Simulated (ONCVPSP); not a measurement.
## potassium: one change to an ONCV potential, before and after

ONCVPSP 4.0.1 input, shortened (lines: element, Z, core and valence counts, functional; n l f; lmax; l rc ep ncon nbas qcut; lloc lpopt rc5 dvloc0; l nproj debl; icmod fcfact rcfact), Wu-Cohen, scalar-relativistic:

```
  K 19.00    3    3  -118130      upf
    1    0    2.00
    2    0    2.00
    2    1    6.00
    3    0    2.00
    3    1    6.00
    4    0    1.00
    3
    0    1.95    0.00    4    7    6.20
    1    1.50    0.00    4    8    4.60
    2    1.80    0.33    4    7    5.70
    3    2.15    0.46    3    7    5.20
    4    5    1.25   -1.00
    0    2    1.70
    1    2    1.10
    2    2    2.80
    3    1    3.30
    1    0.20    0.00
```

Change: all radii but the core radius scaled by about 1.31 (s 2.56, p 1.98, d 2.36, f 2.82 bohr); local potential polynomial inside 1.64 bohr (lpopt 5, dvloc0 -1 Ha).

Cutoffs: the cutoffs (Ha) at which the residual kinetic energy of the hardest occupied pseudo-wave falls to 1 and 0.1 mHa per electron; they do not see the model core or the augmentation charge, which bear on the density cutoff. Errors are all-electron minus pseudo energies relative to the spin-unpolarised reference configuration.

How do hardness, ghosts and transferability respond?

The potential gets neither clearly harder nor softer (12 Ha and 24 Ha → 10 Ha and 32 Ha); a bound ghost appears in f, which as a rule spoils a file; of the 4 tests that both files solve, the error grows in 1 and shrinks in 0 by more than 15 % and 0.3 meV (median size 0.1 → 0.2 meV).

```csv
quantity,base,changed
"cutoff, loose",12 Ha,10 Ha
"cutoff, tight",24 Ha,32 Ha
loose cutoff by channel,"s 12 Ha, p 11 Ha","s 4.8 Ha, p 10 Ha"
bound ghosts,none,f
GHOST(+) flags under 300 eV,f at 73.7 eV,none
"error for 3s2 3p6 4s0, meV [ΔE 4.17 eV]",-0.2,-0.3
"error for 3s2 3p6 4s0.5, meV [ΔE 1.59 eV]",0.0,-0.1
"error for 3s2 3p6 4s0 4p1, meV [ΔE 1.48 eV]",-0.1,-0.1
"error for 3s2 3p5 4s1, meV [ΔE 24.95 eV]",+9.3,+27
"rms error of d²Exc/dni dnj with the model core, mHa",0.89,1.20
```

Base: The cutoffs count occupied waves only; projector 2 of the d channel, the hardest unoccupied one, needs 63 Ha at the loose tolerance. Changed file: The cutoffs count occupied waves only; projector 2 of the d channel, the hardest unoccupied one, needs 33 Ha at the loose tolerance. A true bound ghost makes a file unfit for plane-wave use even where its test errors are small: the radial tests pick states by their node count and pass the ghost by.
